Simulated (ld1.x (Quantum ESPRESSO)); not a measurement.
## u(r) = r·R(r): atom against pseudo-atom (P)

Columns: radius, all-electron u(r) and pseudo u(r) of the 3p shell (level -24.28 eV) of phosphorus in the configuration [Ne] 3s2 3p1; PBE, scalar-relativistic, ultrasoft scheme, ld1.x (Quantum ESPRESSO) 7.5.

```json
{"r (bohr)": "0.093", "all-electron": "0.1447", "pseudo": "-0.0068"}
{"r (bohr)": "0.185", "all-electron": "0.3020", "pseudo": "-0.0266"}
{"r (bohr)": "0.278", "all-electron": "0.3593", "pseudo": "-0.0591"}
{"r (bohr)": "0.370", "all-electron": "0.3263", "pseudo": "-0.1019"}
{"r (bohr)": "0.463", "all-electron": "0.2344", "pseudo": "-0.1544"}
{"r (bohr)": "0.555", "all-electron": "0.1130", "pseudo": "-0.2133"}
{"r (bohr)": "0.648", "all-electron": "-0.0211", "pseudo": "-0.2776"}
{"r (bohr)": "0.740", "all-electron": "-0.1526", "pseudo": "-0.3436"}
{"r (bohr)": "0.833", "all-electron": "-0.2769", "pseudo": "-0.4108"}
{"r (bohr)": "0.925", "all-electron": "-0.3871", "pseudo": "-0.4755"}
{"r (bohr)": "1.018", "all-electron": "-0.4836", "pseudo": "-0.5375"}
{"r (bohr)": "1.110", "all-electron": "-0.5641", "pseudo": "-0.5940"}
{"r (bohr)": "1.203", "all-electron": "-0.6307", "pseudo": "-0.6448"}
{"r (bohr)": "1.295", "all-electron": "-0.6826", "pseudo": "-0.6877"}
{"r (bohr)": "1.388", "all-electron": "-0.7216", "pseudo": "-0.7226"}
{"r (bohr)": "1.480", "all-electron": "-0.7479", "pseudo": "-0.7479"}
{"r (bohr)": "1.573", "all-electron": "-0.7632", "pseudo": "-0.7632"}
{"r (bohr)": "1.665", "all-electron": "-0.7686", "pseudo": "-0.7686"}
{"r (bohr)": "1.758", "all-electron": "-0.7655", "pseudo": "-0.7655"}
{"r (bohr)": "1.850", "all-electron": "-0.7553", "pseudo": "-0.7553"}
{"r (bohr)": "1.943", "all-electron": "-0.7391", "pseudo": "-0.7391"}
{"r (bohr)": "2.035", "all-electron": "-0.7182", "pseudo": "-0.7182"}
{"r (bohr)": "2.128", "all-electron": "-0.6934", "pseudo": "-0.6934"}
{"r (bohr)": "2.220", "all-electron": "-0.6661", "pseudo": "-0.6661"}
{"r (bohr)": "2.313", "all-electron": "-0.6365", "pseudo": "-0.6365"}
{"r (bohr)": "2.405", "all-electron": "-0.6060", "pseudo": "-0.6060"}
```

Q: How many radial nodes do the two functions have?

A: The all-electron 3p function has n − l − 1 = 1; the pseudo-wave has 0, since the states of the same l below it are removed with the core.

Q: At about which radius was the pseudo-wave matched?

A: 1.50 bohr, where the columns begin to agree (steps of 0.09 bohr).

Q: Where does each function peak?

A: Outermost all-electron maximum near 1.67 bohr, pseudo maximum near 1.67 bohr (to the table’s step).

Q: Is the pseudo-wave norm-conserving?

A: No, it belongs to an ultrasoft set: the norm inside the radius is not constrained, and the difference is carried by the augmentation charge.
